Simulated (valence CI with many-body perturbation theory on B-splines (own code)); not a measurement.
Values are calculated unless marked as measured or tabulated.
**Sr XXVI: what the settings do**

Level of theory: configuration interaction combined with many-body perturbation theory (CI+MBPT): three valence electrons over a frozen Dirac-Fock core [Ne], radial functions for each j: 6 s, 6 p, 5 d, 3 f, 1 g, with the one-electron correlation potential Σ1 (screened to all orders), the two-electron term Σ2, the three-electron term Σ3, Breit, model QED; selected single and double excitations, second order for the rest, scaled by the run's own slope (own B-spline code, finite nucleus).

No measured spectrum was set against this ion. As an estimate, levels of excited configurations hold to 0.05 to 0.15 % of their energy, terms of the ground configuration to about 0.5 %.

The reference run has the lowest level 3s2.3p 2P°_1/2 and an ionisation energy of 1221.37 eV. Its largest variational space holds 2878 state functions.

Names give the largest LS component (configuration and term), which can be under half, so a name can repeat, a term be missing and a line seem to break the LS rules; names also repeat where a configuration has a term twice.

Changed runs:
A. scale of Σ1 1 → 0; scale of Σ2 1 → 0; three-electron term on → off
B. averaging of valence orbitals over low configurations on → off
C. correlating orbitals by l 3 3 3 2 1 → 3 3 3 3 1; highest l with Σ1, explicit Σ2 and valence Breit (higher l get mean screening factors) 3 → 1
D. box radius (bohr) 3.2418 → 1.11 (bad on purpose)

Excitation energies of the reference run in cm⁻¹, and shifts in cm⁻¹:

| Level | Reference | A | B | C |
| --- | --- | --- | --- | --- |
| 3s2.3p 2P°_3/2 | 126452 | -419 | +0.5 | +6.5 |
| 3s.3p2 4P_1/2 | 453334 | -32 | +4.9 | -81 |
| 3s.3p2 4P_3/2 | 525032 | -664 | +6.5 | -108 |
| 3s.3p2 4P_5/2 | 567954 | -418 | +6.3 | -85 |
| 3s.3p2 2D_3/2 | 651728 | +685 | +10 | -392 |
| 3s.3p2 2D_5/2 | 699615 | -205 | +11 | -472 |
| 3s.3p2 2P_1/2 | 729475 | +4552 | -1.6 | +324 |
| 3s.3p2 2S_1/2 | 855877 | +3298 | -4.2 | +277 |
| 3s.3p2 2P_3/2 | 862711 | +5005 | +6.9 | -863 |
| 3s2.3d 2D_3/2 | 934195 | +5349 | +32 | -7342 |
| 3s2.3d 2D_5/2 | 949839 | +4934 | +37 | -8899 |
| 3p3 2D°_3/2 | 1160070 | +3061 | +14 | -697 |
| Ionisation energy (eV) | 1221.37 | -0.65 | -0.00051 | -0.046 |

Run D: It gave no result. The program said: "need at least one array to concatenate".
